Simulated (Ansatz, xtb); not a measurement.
**Relative energy of two isomers of C4H8FNO2**

We compare X, `C/N=C(\O)[C@@H](F)OC`, a singlet, with Y, `C/N=C(/O)[C@@H](F)OC`, a singlet. Both are isolated molecules in the gas phase, relaxed with B3LYP-D3(BJ)/def2-SVP; the shapes shown needn't be the lowest conformers.

X (Å):

```xyz
16

C     0.1402    1.1552   -3.0678
C     0.1595    0.2249   -0.8943
C     0.8323   -0.1099    0.4271
C     0.6255    0.3309    2.7222
F     2.1852    0.0935    0.3390
N     0.7727    0.8295   -1.8161
O    -1.1189   -0.2276   -0.8730
O     0.2751    0.6859    1.3983
H    -0.8407    0.6699   -3.2711
H    -0.0158    2.2458   -3.1330
H     0.8085    0.8812   -3.9002
H    -1.5649    0.0224   -1.6951
H     0.6825   -1.1862    0.6572
H     0.3335   -0.7132    2.9455
H     1.7088    0.4414    2.8965
H     0.0805    1.0063    3.3951
```

Y (Å):

```csv
atom,x (Å),y (Å),z (Å)
C,-1.3508,-1.5392,-0.5490
C,-1.8823,0.7014,0.0550
C,-2.1172,0.4811,1.5447
C,-0.9606,0.0657,3.5447
F,-3.0772,-0.5111,1.7115
N,-1.5647,-0.1379,-0.8298
O,-2.0619,2.0048,-0.2571
O,-0.9355,0.1064,2.1273
H,-1.3894,-1.8165,0.5155
H,-0.3679,-1.8372,-0.9508
H,-2.1037,-2.1355,-1.0925
H,-1.8840,2.0738,-1.2108
H,-2.5356,1.3964,2.0039
H,0.0515,-0.1979,3.8782
H,-1.2356,1.0514,3.9642
H,-1.6748,-0.6901,3.9102
```

Quicker runs give these differences E(Y) − E(X): GFN2-xTB −3.9 kcal/mol; HF/STO-3G −4.3 kcal/mol (at GFN2-xTB geometries); r2SCAN-D4/def2-SVP −4.5 kcal/mol (at GFN2-xTB geometries).

Task: Estimate E(Y) − E(X) at the level CCSD(T)/def2-SVP + ΔMP2/def2-TZVPP.

Result: Calculated at CCSD(T)/def2-SVP + ΔMP2/def2-TZVPP: E(Y) − E(X) = −3.2 kcal/mol, so structure Y lies lower.

The same difference at several levels:

```
                             level               geometry  E(Y) − E(X) (kcal/mol)  departure from the last row (kcal/mol)  job, with rough time for the two
                          GFN2-xTB               GFN2-xTB                      −3.9                                    −0.7                 optimisation, 2 s
                         HF/STO-3G               GFN2-xTB                      −4.3                                    −1.1               single point, 3.1 s
                r2SCAN-D4/def2-SVP               GFN2-xTB                      −4.5                                    −1.3                single point, 15 s
             B3LYP-D3(BJ)/def2-SVP  B3LYP-D3(BJ)/def2-SVP                      −4.4                                    −1.2             optimisation, 8.8 min
                       HF/def2-SVP  B3LYP-D3(BJ)/def2-SVP                      −3.1                                    +0.1           part of the CCSD(T) run
                      MP2/def2-SVP  B3LYP-D3(BJ)/def2-SVP                      −4.2                                    −1.0           part of the CCSD(T) run
                  CCSD(T)/def2-SVP  B3LYP-D3(BJ)/def2-SVP                      −4.0                                    −0.8                      single point
CCSD(T)/def2-SVP + ΔMP2/def2-TZVPP  B3LYP-D3(BJ)/def2-SVP                      −3.2                                                     single point, 6.7 min
```

As drawn, both hold the same kinds of bond in the same numbers.

The levels shown agree on the order. The largest departure from CCSD(T)/def2-SVP + ΔMP2/def2-TZVPP is that of r2SCAN-D4/def2-SVP, 1.3 kcal/mol. The last row adds to CCSD(T) the change of the MP2 difference between the two basis sets, here +0.8 kcal/mol.

With thermal terms from frequencies at re-optimised GFN2-xTB minima (ideal gas, soft modes damped towards free rotors, one conformer each, 298.15 K, 1 atm): the zero-point term adds +0.5 kcal/mol; ΔH is −2.8 and ΔG −2.4 kcal/mol.

The correlated steps freeze 8 core orbitals. Codes used: Ansatz 0.2.0, xtb 6.7.1; the last row on 2 threads of Intel(R) Xeon(R) Processor @ 2.50GHz (Skylake/Cascade Lake) on a shared host.
